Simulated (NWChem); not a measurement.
System: CH4O2Si2; SMILES [SiH2]1O[SiH2]C1=O

Excerpt of the output:

```
             Northwest Computational Chemistry Package (NWChem) 7.3.0
             --------------------------------------------------------

 C2V symmetry detected

                             Geometry "geometry" -> ""
                             -------------------------

 Output coordinates in angstroms (scale by  1.889725989 to convert to a.u.)

  No.       Tag          Charge          X              Y              Z
 ---- ---------------- ---------- -------------- -------------- --------------
    1 O                    8.0000     0.00000000     0.00000000     2.26610656
    2 C                    6.0000     0.00000000     0.00000000     1.07322556
    3 Si                  14.0000     0.00000000     1.34042900    -0.39227644
    4 O                    8.0000     0.00000000     0.00000000    -1.42342844
    5 Si                  14.0000     0.00000000    -1.34042900    -0.39227644
    6 H                    1.0000     1.22441300     2.17853700    -0.54925944
    7 H                    1.0000    -1.22441300     2.17853700    -0.54925944
    8 H                    1.0000     1.22441300    -2.17853700    -0.54925944
    9 H                    1.0000    -1.22441300    -2.17853700    -0.54925944

 Effective nuclear repulsion energy (a.u.)     277.8548395474

      Symmetry information
      --------------------

 Group name             C2v
 Group number             16
 Group order               4
 No. of unique centers     5

                                 NWChem DFT Module
                                 -----------------

 Summary of "ao basis" -> "ao basis" (spherical)
 ------------------------------------------------------------------------------
       Tag                 Description            Shells   Functions and Types
 ---------------- ------------------------------  ------  ---------------------
 O                          def2-svp                 6       14   3s2p1d
 C                          def2-svp                 6       14   3s2p1d
 Si                         def2-svp                 8       18   4s3p1d
 H                          def2-svp                 3        5   2s1p

      Symmetry analysis of basis
      --------------------------

        a1         39
        a2         13
        b1         19
        b2         27

            General Information
            -------------------
          SCF calculation type: DFT
          Wavefunction type:  closed shell.
          No. of atoms     :     9
          No. of electrons :    54
           Alpha electrons :    27
            Beta electrons :    27
          Charge           :     0
          Spin multiplicity:     1
          Use of symmetry is: on ; symmetry adaption is: on
          Maximum number of iterations: 150
          AO basis - number of functions:    98
                     number of shells:    46
          Convergence on energy requested:  1.00D-06
          Convergence on density requested:  1.00D-05
          Convergence on gradient requested:  5.00D-04

              XC Information
              --------------
                         B3LYP Method XC Potential
                     Hartree-Fock (Exact) Exchange  0.200
                        Slater Exchange Functional  0.800 local
                    Becke 1988 Exchange Functional  0.720 non-local
              Lee-Yang-Parr Correlation Functional  0.810
                  VWN I RPA Correlation Functional  0.190 local

             Grid Information
             ----------------
          Grid used for XC integration:  medium
          Radial quadrature: Mura-Knowles
          Angular quadrature: Lebedev.
          Tag              B.-S. Rad. Rad. Pts. Rad. Cut. Ang. Pts.
          ---              ---------- --------- --------- ---------
          O                   0.60       49          10.0       434
          C                   0.70       49           9.0       434
          Si                  1.10       88          10.0       590
          H                   0.35       45          12.0       434
          Grid pruning is: on
          Number of quadrature shells:   280
          Spatial weights used:  Erf1

      Superposition of Atomic Density Guess
      -------------------------------------

 Sum of atomic energies:        -766.48132298

      Non-variational initial energy
      ------------------------------

 Total energy =    -768.270281
 1-e energy   =   -1612.753269
 2-e energy   =     566.628148
 HOMO         =      -0.212693
 LUMO         =      -0.073716

      Symmetry analysis of molecular orbitals - initial
      -------------------------------------------------

  Numbering of irreducible representations:

     1 a1          2 a2          3 b1          4 b2

  Orbital symmetries:

[...]

                         DFT ENERGY GRADIENTS

    atom               coordinates                        gradient
                 x          y          z           x          y          z
   1 O       0.000000   0.000000   4.282320    0.000000   0.000000  -0.007304
   2 C       0.000000   0.000000   2.028102    0.000000   0.000000   0.003792
   3 Si      0.000000   2.533044  -0.741295    0.000000  -0.005540   0.000715
   4 O       0.000000   0.000000  -2.689890    0.000000   0.000000   0.001956
   5 Si      0.000000  -2.533044  -0.741295    0.000000   0.005540   0.000715
   6 H       2.313805   4.116838  -1.037950    0.000617   0.000182   0.000032
   7 H      -2.313805   4.116838  -1.037950   -0.000617   0.000182   0.000032
   8 H       2.313805  -4.116838  -1.037950    0.000617  -0.000182   0.000032
   9 H      -2.313805  -4.116838  -1.037950   -0.000617  -0.000182   0.000032
```

Level: B3LYP/def2-SVP. All runs use the structure optimised with PBE0/def2-SVP.

Which NWChem input produces such a log?

This is not unique; one that fits is the input that was run:
```
start job
memory heap 200 mb stack 900 mb global 1100 mb
geometry units angstroms noautoz
  O      0.000000     0.000000     2.250895
  C      0.000000     0.000000     1.058014
  Si     0.000000     1.340429    -0.407488
  O      0.000000     0.000000    -1.438640
  Si     0.000000    -1.340429    -0.407488
  H      1.224413     2.178537    -0.564471
  H     -1.224413     2.178537    -0.564471
  H      1.224413    -2.178537    -0.564471
  H     -1.224413    -2.178537    -0.564471
end
basis spherical
  * library def2-svp
end
dft
  xc b3lyp
  iterations 150
  mulliken
end
task dft gradient
```
